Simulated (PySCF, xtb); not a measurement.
CI₂, SMILES [C](I)I (connectivity only; charge and spin as stated), neutral, multiplicity 1.

The structure is a stationary point at B3LYP-D3(BJ)/def2-TZVP. The def2 effective core potentials stand for the cores of I; spin–orbit coupling is left out.

Method: C-PCM-B3LYP/def2-SVP (PySCF).

The values are the electrostatic part of the solvation free energy, E(continuum) − E(gas) at the gas-phase geometry, in a cavity of scaled van der Waals radii (PySCF's table); cavitation and dispersion terms are not included. In vacuum the orbital gap is 2.79 eV. The dipole moment in vacuum is 1.59 D.

Estimate the values in water (ε = 78.36), ethanol (ε = 24.85), dichloromethane (ε = 8.93). (The exact figures need the calculation; the answer reports its results.)


```csv
solvent,ε,ΔG(elec) (kcal/mol),dipole (D),gap (eV)
water,78.36,-2.4,2.20,2.85
ethanol,24.85,-2.3,2.18,2.85
dichloromethane,8.93,-2.1,2.12,2.85
```

For comparison, GFN2-xTB/ALPB(water) (xtb, at the GFN2-xTB geometry, all terms of that model) gives -2.3 kcal/mol.
